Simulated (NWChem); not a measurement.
Molecule: CH₃FSe; SMILES F[Se]C

Program: NWChem. Coordinates come from a PBE0/def2-SVP optimisation. Vertical excitations in the gas phase.

Problem. Estimate the computed values for BHandHLYP/def2-SVPD, TDA. Quantities: lowest excitation, singlet (eV); oscillator strength of that lowest state; lowest state with f > 0.02, singlet (eV); oscillator strength of that bright state; orbital gap (eV).

Solution. 
```yaml
lowest excitation, singlet (eV): 3.25
oscillator_strength_of_that_lowest_state: 0.001
lowest state with f > 0.02, singlet (eV): 6.33
oscillator_strength_of_that_bright_state: 0.076
orbital gap (eV): 6.98
```
